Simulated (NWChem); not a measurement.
All runs are NWChem calculations. System: CH₃Li, charge 0, spin multiplicity 3, at the geometry of a parent with another charge or spin, in a state set for the comparison that need not be this species' ground state. Its SCF solution wasn't tested for a lower state. Level: ROCR-CCSD(T)/def2-TZVP, 1 core orbitals frozen.

Output (cleaned and shortened):

```
             Northwest Computational Chemistry Package (NWChem) 7.3.0
             --------------------------------------------------------

                                NWChem Input Module
                                -------------------

 Scaling coordinates for geometry "geometry" by  1.889725989
 (inverse scale =  0.529177249)

 Turning off AUTOSYM since
 SYMMETRY directive was detected!

                             Geometry "geometry" -> ""
                             -------------------------

 Output coordinates in angstroms (scale by  1.889725989 to convert to a.u.)

  No.       Tag          Charge          X              Y              Z
 ---- ---------------- ---------- -------------- -------------- --------------
    1 Li                   3.0000     0.92872300    -1.29073900     0.00000000
    2 C                    6.0000    -0.22310600     0.31007500     0.00000000
    3 H                    1.0000    -0.89485700     0.37388600     0.87987900
    4 H                    1.0000    -0.89485700     0.37388600    -0.87987900
    5 H                    1.0000     0.34218000     1.26399400     0.00000000

 Effective nuclear repulsion energy (a.u.)      16.1392696152

            Nuclear Dipole moment (a.u.)
            ----------------------------
        X                 Y               Z
 ---------------- ---------------- ----------------
    -0.0000018897    -0.0000018897     0.0000000000

      Symmetry information
      --------------------

 Group name             Cs
 Group number              2
 Group order               2
 No. of unique centers     4

      Symmetry unique atoms

     1    2    3    5


 Summary of "ao basis" -> "" (spherical)
 ------------------------------------------------------------------------------
       Tag                 Description            Shells   Functions and Types
 ---------------- ------------------------------  ------  ---------------------
 *                         def2-tzvp                  on all atoms

 Summary of "ao basis" -> "ao basis" (spherical)
 ------------------------------------------------------------------------------
       Tag                 Description            Shells   Functions and Types
 ---------------- ------------------------------  ------  ---------------------
 Li                        def2-tzvp                 8       14   5s3p
 C                         def2-tzvp                11       31   5s3p2d1f
 H                         def2-tzvp                 4        6   3s1p

                                 NWChem SCF Module
                                 -----------------

  ao basis        = "ao basis"
  functions       =    63
  atoms           =     5
  closed shells   =     5
  open shells     =     2
  charge          =   0.00
  wavefunction    = ROHF
  use symmetry    = T
  symmetry adapt  = T

 Summary of "ao basis" -> "ao basis" (spherical)
 ------------------------------------------------------------------------------
       Tag                 Description            Shells   Functions and Types
 ---------------- ------------------------------  ------  ---------------------
 Li                        def2-tzvp                 8       14   5s3p
 C                         def2-tzvp                11       31   5s3p2d1f
 H                         def2-tzvp                 4        6   3s1p

      Symmetry analysis of basis
      --------------------------

        a'         43
        a"         20

 Forming initial guess at       0.0s

      Symmetry analysis of molecular orbitals - initial
      -------------------------------------------------

  Numbering of irreducible representations:

     1 a'          2 a"

  Orbital symmetries:

     1 a'          2 a'          3 a'          4 a"          5 a'
     6 a'          7 a'          8 a"          9 a'         10 a'
    11 a"         12 a'         13 a'         14 a'         15 a"
    16 a'         17 a'

 Starting SCF solution at       0.0s

 ----------------------------------------------
         Quadratically convergent ROHF

 Convergence threshold     :          1.000E-07
 Maximum no. of iterations :          100
 Final Fock-matrix accuracy:          1.000E-09
 ----------------------------------------------
[...]
              MO Center=  1.0D+00, -1.4D+00, -8.7D-12, r^2= 5.6D+00
   Bfn.  Coefficient  Atom+Function         Bfn.  Coefficient  Atom+Function
  ----- ------------  ---------------      ----- ------------  ---------------
    11      1.031471  1 Li pz

 Vector   10  Occ=0.000000D+00  E= 1.017442D-01  Symmetry=a'
              MO Center=  1.8D-01, -2.5D-01,  9.8D-16, r^2= 9.0D+00
   Bfn.  Coefficient  Atom+Function         Bfn.  Coefficient  Atom+Function
  ----- ------------  ---------------      ----- ------------  ---------------
    19      3.436706  2 C  s                 48     -0.983359  3 H  s
    54     -0.983359  4 H  s                 60     -0.983361  5 H  s
    10     -0.947166  1 Li py                 5     -0.850240  1 Li s
     9      0.681506  1 Li px                18     -0.459967  2 C  s
    17      0.236857  2 C  s

 center of mass
 --------------
 x =   0.20404962 y =  -0.28358713 z =   0.00000000

 moments of inertia (a.u.)
 ------------------
          56.417707480898          32.574768358643           0.000000000000
          32.574768358643          34.583610503183           0.000000000000
           0.000000000000           0.000000000000          79.856096711645

  Mulliken analysis of the total density
  --------------------------------------

    Atom       Charge   Shell Charges
 -----------   ------   -------------------------------------------------------
    1 Li   3     3.06   0.36  1.30  0.33  0.32  0.61  0.04  0.10  0.00
    2 C    6     6.46   0.86  1.12  0.49  0.76  0.09  1.18  1.46  0.45  0.01  0.03  0.00
    3 H    1     0.83   0.25  0.46  0.09  0.02
    4 H    1     0.83   0.25  0.46  0.09  0.02
    5 H    1     0.83   0.25  0.46  0.09  0.02

 Mulliken analysis of the open-shell density
 -------------------------------------------

    Atom       Charge   Shell Charges
 -----------   ------   -------------------------------------------------------
    1 Li   3     1.05   0.00  0.01 -0.02  0.31  0.61  0.04  0.10  0.00
    2 C    6     0.90   0.00 -0.00  0.04  0.07 -0.01  0.29  0.39  0.12  0.00  0.00 -0.00
    3 H    1     0.01   0.00  0.01  0.00  0.00
    4 H    1     0.01   0.00  0.01  0.00  0.00
    5 H    1     0.01   0.00  0.01  0.00  0.00

       Multipole analysis of the density wrt the origin
       ------------------------------------------------

     L   x y z        total         open         nuclear
     -   - - -        -----         ----         -------
     0   0 0 0     -0.000000     -2.000000     12.000000

     1   1 0 0     -1.188367     -2.546986     -0.000002
     1   0 1 0      1.651595      3.539793     -0.000002
     1   0 0 1     -0.000000      0.000000      0.000000

     2   2 0 0    -15.585934    -14.210379     16.444259
     2   1 1 0      4.196755      9.183231    -15.169632
     2   1 0 1     -0.000000      0.000000      0.000000
     2   0 2 0    -18.398933    -20.365645     26.612153
     2   0 1 1      0.000000      0.000000      0.000000
     2   0 0 2    -12.566253     -7.602790      5.529344

                   NWChem Extensible Many-Electron Theory Module
                   ---------------------------------------------


            General Information
            -------------------
      Number of processors :     1
         Wavefunction type : Restricted open-shell Hartree-Fock
          No. of electrons :    12
           Alpha electrons :     7
            Beta electrons :     5
           No. of orbitals :   126
            Alpha orbitals :    63
             Beta orbitals :    63
        Alpha frozen cores :     1
         Beta frozen cores :     1
     Alpha frozen virtuals :     0
      Beta frozen virtuals :     0
         Spin multiplicity : triplet
    Number of AO functions :    63
       Number of AO shells :    31
        Use of symmetry is : on
      Symmetry adaption is : on
         Schwarz screening : 0.10D-09

          Correlation Information
          -----------------------
          Calculation type : Coupled-cluster singles & doubles w/ perturbation
   Perturbative correction : Completely renormalized (T)
            Max iterations :      100
        Residual threshold : 0.10D-05
     T(0) DIIS level shift : 0.00D+00
     L(0) DIIS level shift : 0.00D+00
     T(1) DIIS level shift : 0.00D+00
     L(1) DIIS level shift : 0.00D+00
     T(R) DIIS level shift : 0.00D+00
     T(I) DIIS level shift : 0.00D+00
   CC-T/L Amplitude update :  5-th order DIIS
                I/O scheme : Global Array Library
        L-threshold :  0.10D-05
        EOM-threshold :  0.10D-05
 no EOMCCSD initial starts read in
 TCE RESTART OPTIONS
 SLICE:      F
 D4D5:       F
 quantumc:   F
 qrotation:  F
 pwtce:      F
 qducc:      F
 nacto:                         0
 nrotv:                         0
 nrot:                          0

            Memory Information
            ------------------
          Available GA space size is     249028862 doubles
          Available MA space size is     104853500 doubles

 Maximum block size supplied by input
 Maximum block size        24 doubles

 tile_dim =     19

 -------------------------------------------------
   1    alpha     a'     3 doubles       0       1
   2    alpha     a'     2 doubles       3       2
   3    alpha     a"     1 doubles       5       3
   4    beta      a'     3 doubles       6       4
   5    beta      a"     1 doubles       9       5
   6    alpha     a'    18 doubles      10       6
   7    alpha     a'    19 doubles      28       7
   8    alpha     a"    19 doubles      47       8
   9    beta      a'     2 doubles      66       9
  10    beta      a'    18 doubles      68      10
  11    beta      a'    19 doubles      86      11
  12    beta      a"    19 doubles     105      12

 Global array virtual files algorithm will be used

 Parallel file system coherency ......... OK

 4-electron integrals stored in orbital form

 v2    file size   =          2024401
 4-index algorithm nr.  13 is used
 imaxsize =       30
 imaxsize ichop =        0


CCSD iterations
 ---------------------------------------------------------
 Iter          Residuum       Correlation     Cpu    Wall
 ---------------------------------------------------------
    1   0.1361469377720  -0.1917809430377     0.1     0.1
    2   0.0318300440202  -0.2091759877773     0.1     0.1
    3   0.0108422858756  -0.2128134379116     0.1     0.1
    4   0.0042947948954  -0.2137667476244     0.1     0.1
    5   0.0018541416234  -0.2140859186542     0.1     0.1
    6   0.0004577586416  -0.2142756016865     0.1     0.1
    7   0.0001974548382  -0.2142883618957     0.1     0.1
    8   0.0001047626834  -0.2142858429216     0.1     0.1
    9   0.0000631869364  -0.2142869050013     0.1     0.1
   10   0.0000389095850  -0.2142869948729     0.1     0.1
   11   0.0000061768852  -0.2142875014698     0.1     0.1
   12   0.0000025221791  -0.2142877122026     0.1     0.1
   13   0.0000012347186  -0.2142877760951     0.1     0.1
   14   0.0000006682066  -0.2142877866849     0.1     0.1
 -----------------------------------------------------------------
 Iterations converged
 CCSD correlation energy / hartree =        -0.214287786684872
 CCSD total energy / hartree       =       -47.182291347561922

 Singles contributions

 Doubles contributions
 CR-CCSD(T)

 CR-CCSD[T]  correction energy / hartree =        -0.004544185371292
 CR-CCSD[T] correlation energy / hartree =        -0.218831972056163
 CR-CCSD[T] total energy / hartree       =       -47.186835532933216
 CR-CCSD(T)  correction energy / hartree =        -0.004417696374561
 CR-CCSD(T) correlation energy / hartree =        -0.218705483059433
 CR-CCSD(T) total energy / hartree       =       -47.186709043936482

 Task  times  cpu:        6.5s     wall:        6.5s

 Total times  cpu:        6.5s     wall:        6.5s
```

### Question
Write an NWChem input that would produce this output.

### Answer
This is not unique; one that fits is 
```
start mol
memory heap 100 mb stack 700 mb global 1900 mb
geometry units angstroms nocenter noautoz
  Li     0.928723    -1.290739     0.000000
  C     -0.223106     0.310075     0.000000
  H     -0.894857     0.373886     0.879879
  H     -0.894857     0.373886    -0.879879
  H      0.342180     1.263994     0.000000
  symmetry group Cs
end
basis spherical
  * library def2-tzvp
end
scf
  rohf
  nopen 2
  maxiter 100
  thresh 1e-7
  semidirect memsize 60000000 filesize 0
  # guess.movecs holds the orbitals of an unrestricted PBE0 run
  vectors input guess.movecs output mol.movecs
end
tce
  freeze core 1
  cr-ccsd(t)
  2eorb
  2emet 13
  thresh 1e-6
  maxiter 100
  tilesize 24
end
task tce energy
```
